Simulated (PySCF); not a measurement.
F4S, SMILES FS(F)(F)F. Atoms are numbered in the order given.

```xyz
5

F      1.2335     0.0000     0.6222
S      0.0000     0.0000    -0.3903
F      0.0000    -1.6679    -0.2753
F      0.0000     1.6679    -0.2753
F     -1.2335     0.0000     0.6222
```
Charge 0, spin multiplicity 1.

The structure is a stationary point at TPSSh-D3(BJ)/def2-SVP.

All values below come from TPSSh-D3(BJ)/def2-SVP in PySCF.

Frequencies are harmonic and unscaled.

```
mode  ν (cm⁻¹)  IR (km/mol)  Raman (Å⁴/amu)  depolarisation  moving atoms (share of kinetic energy)
----  --------  -----------  --------------  --------------  --------------------------------------
1          203          0.4             0.5            0.74                                 F 100 %
2          330         11.2             0.2            0.75                          F 79 %, S 21 %
3          429          0.0             1.6            0.75                                 F 100 %
4          492         23.0             1.5            0.34                          F 75 %, S 25 %
5          495          4.1             1.0            0.75                                  F 93 %
6          580          3.8             9.8            0.48                                  F 99 %
7          812        541.5             1.2            0.75                          S 60 %, F 40 %
8          848        159.5             5.0            0.75                          F 57 %, S 43 %
9          868        112.7            12.3            0.00                          F 56 %, S 44 %
```
